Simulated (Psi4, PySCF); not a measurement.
dichloromethane (CH₂Cl₂), singlet, geometry from GFN2-xTB, atoms displaced at random by about 0.08 Å a coordinate. Base run: TPSS/cc-pVDZ, gradient in PySCF.

Input for PySCF:
```python
from pyscf import gto, scf, dft

mol = gto.M(
    atom='''
C     0.14719609    0.02937068    0.76062524
Cl    0.14339007    1.44676971   -0.31243742
Cl   -0.06978559   -1.37491748   -0.16468572
H    -0.96593016    0.13312401    1.48726270
H     0.87369922    0.03736384    1.37639981
''',
    basis='cc-pvdz',
    verbose=3,
)

mf = dft.RKS(mol)
mf.xc = 'tpss'
mf.kernel()
g = mf.nuc_grad_method()
grad = g.kernel()
```

Programs used: Psi4, PySCF; a row that names a program was run with it.

The coordinate followed is z of atom 5.

Variants of this job, named by their change:

| change | dE/dx (Eh/bohr) | net force (Eh/bohr) |
|---|---|---|
| base | -0.087536 | 0.000055 |
| finite difference step (bohr) = 0.01; conv_tol = 1e-11 | -0.087542 | - |
| finite difference step (bohr) = 0.05; conv_tol = 1e-11 | -0.087598 | - |
| code = psi4 | -0.087513 | 0.000062 |
| grids.level = 5; grid_response = on | -0.087539 | 0.000000 |
| grids.level = 0; grid_response = off | -0.089034 | 0.011983 |
| conv_tol = 1e-11 | -0.087536 | 0.000055 |
| finite difference step (bohr) = 1e-3; conv_tol = 1e-11 | -0.087540 | - |
| density fitting = on | -0.087530 | 0.000055 |
| grids.level = 1; grid_response = off | -0.087511 | 0.000325 |
| grids.level = 5; grid_response = off | -0.087538 | 0.000003 |
| density fitting = on; auxbasis_response = off | -0.087537 | 0.000546 |

The net force is zero for an exact gradient.
